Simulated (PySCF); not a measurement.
Computed data sheet: `Cc1ncn([Si@H](C#C)C)c1`

Species: C7H10N2Si.
Numbering: `[CH:1]#[C:2][Si@H:3]([CH3:4])[n:5]1[cH:6][n:7][c:8]([CH3:9])[cH:10]1` (hydrogens: H11 on C1; H12 on Si3; H13, H14, H15 on C4; H16 on C6; H17, H18, H19 on C9; H20 on C10)

Some functional groups and rings: alkyne, pyridine-type ring nitrogen, pyrrole-type ring nitrogen, Si–H bond and C–Si bond.

From PBE0-D3(BJ)/def2-SVP geometry optimisation, gas phase (PySCF):

```yaml
Point_group: C1
Rotational_constants_A_B_C: 2.056, 0.716, 0.562 GHz
```

**wB97X-D/def2-SVPD ground state, ΔSCF and vertical TDDFT (core frozen in the response) (PySCF)**

```yaml
Dipole_moment: 3.72 D
HOMO_energy: -8.18 eV
LUMO_energy: 1.24 eV
HOMO–LUMO_gap: 9.42 eV
Lowest_singlet_excitation: 5.93 eV (209 nm, f = 0.035)
Strongest_line_among_the_10_lowest_singlet_transitions: S6 at 6.36 eV (195 nm, f = 0.062)
Lowest_triplet_excitation_Tamm–Dancoff: 4.35 eV
Static_isotropic_polarisability: 117.7 au
Vertical_ionisation_energy: 8.24 eV
Electronic_spatial_extent_⟨r²⟩_about_the_centre_of_nuclear_charge: 2026 bohr²
```

From CAM-B3LYP/pcSseg-1 ground state and GIAO shieldings, non-relativistic (PySCF):

```yaml
13C_chemical_shifts_computed_TMS_as_zero_by_class: 151.0 (C8), 145.3 (C6), 124.5 (C10), 106.5 (C1), 87.9 (C2), 15.5 (C9), -3.7 (C4) ppm
1H_chemical_shifts_computed_TMS_as_zero_by_class: 7.04 (H16), 6.86 (H20), 4.98 (H12), 2.47 (H11), 2.28 (H17/H18/H19), 0.67 (H13/H14/H15) ppm
Isotropic_shieldings_of_nuclei_other_than_C_and_H_by_class: -58 (N7), 74 (N5), 381 (Si3) ppm
```

Monoisotopic mass from the formula: 150.0613 u.

The dipole equals about 12.4 × 10⁻³⁰ C·m (1 D = 3.33564 × 10⁻³⁰ C·m). The vertical singlet–triplet gap S1 − T1 is 1.58 eV (TDDFT singlet less Tamm–Dancoff triplet). The rotational constants make it an asymmetric top with κ = (2B − A − C)/(A − C) = -0.79, nearer the prolate limit (−1). With B = h/(8π²I), that is 505.379 GHz u Å² over I, the principal moments of inertia are 245.7, 706.2 and 898.5 u Å² (most abundant isotopes). S1 lies 3.49 eV below the HOMO–LUMO gap; its leading configuration is HOMO→LUMO+1, weight 0.65. The ΔSCF ionisation energy exceeds −ε(HOMO) by 0.06 eV with wB97X-D. The principal polarisabilities are 87.7, 125.2 and 140.2 au; their mean is the isotropic value.

 NMR classes are plain means over equivalent atoms (diastereotopic ones count apart unless rotation or inversion swaps them), as if these changed places fast; in this geometry the members of some classes differ.

Shape of the structure used: `[CH:1]#[C:2][Si@H:3]([CH3:4])[n:5]1[cH:6][n:7][c:8]([CH3:9])[cH:10]1`: C2–Si3–N5–C6 139°.

One conformer stands for the species.
